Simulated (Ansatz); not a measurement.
Reaction (cleavage of the Si–Ga bond): `N[SiH](O)[GaH2]` + `N[SiH](N)F` → `N[Si@H](O)N[Si@@H](N)F` + `[GaH3]`

Program: Ansatz. Geometries: PBE0-D4/def2-TZVP. ΔE: electronic, gas phase. CCSD(T)/CBS is the MP2 limit (def2-TZVPP, def2-QZVPP) plus CCSD(T) − MP2 in def2-TZVPP, frozen cores. DFT in def2-TZVPP. B3LYP here is the variant with VWN-RPA as its local correlation; programs differ in this. For Ga outer-core shells are correlated without core-valence functions, which leaves a few kJ/mol of doubt a bond. Scalar relativity is left out up to krypton. One conformer a species, not always the lowest.

```csv
level,ΔE (kJ/mol)
B2PLYP,-80.5
B3LYP,-71.9
HF/def2-TZVPP,-86.9
CCSD/CBS(def2),-80.3
```

(1) What does CCSD(T)/CBS give? (Best estimate.)

Largest T1 diagnostic among the species: 0.013.

Answers

(1) The calculation gave: -81.6 kJ/mol. The listed levels differ from it by 1.1, 9.7, -5.3, 1.3 kJ/mol.

The D4 term adds −10.0 kJ/mol with B3LYP and −5.8 kJ/mol with PBE0; it sums over pairs of atoms, weighted by their polarisabilities, and B3LYP, whose exchange is more repulsive, gets the larger term. From PBE to PBE0 (25 % exact exchange), in def2-TZVPP and without D4, ΔE moves by −7.8 kJ/mol.

CCSD(T)/CBS has its own doubt, a few kJ/mol and more with outer-core shells, so smaller differences from it don't rank the levels.
